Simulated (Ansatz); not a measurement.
Basis-set series for CH3AlFN (`N=[C](F)[AlH2]`). The species carries charge 0 and has multiplicity 1. The geometry is a stationary point of PBE0-D4/def2-TZVP. It is one conformer, not always the lowest.

| functional | basis | functions | energy (Eh) | HOMO (eV) | LUMO (eV) |
| --- | --- | --- | --- | --- | --- |
| PBE0-D4 | def2-TZVPP | 177 | -436.66666 | -7.87 | -2.42 |
| PBE0-D4 | def2-QZVPP | 331 | -436.68479 | -7.91 | -2.44 |
| ωB97M-V | def2-TZVPP | 177 | -436.91108 | -10.19 | -0.71 |
| ωB97M-V | def2-QZVPP | 331 | -436.92849 | -10.23 | -0.79 |

Question: Give the rows for def2-SVP. (Estimate.)

Answer: Ansatz gave: 
| functional | basis | functions | energy (Eh) | HOMO (eV) | LUMO (eV) |
| --- | --- | --- | --- | --- | --- |
| PBE0-D4 | def2-SVP | 75 | -436.34836 | -7.67 | -2.37 |
| ωB97M-V | def2-SVP | 75 | -436.58597 | -9.95 | -0.59 |
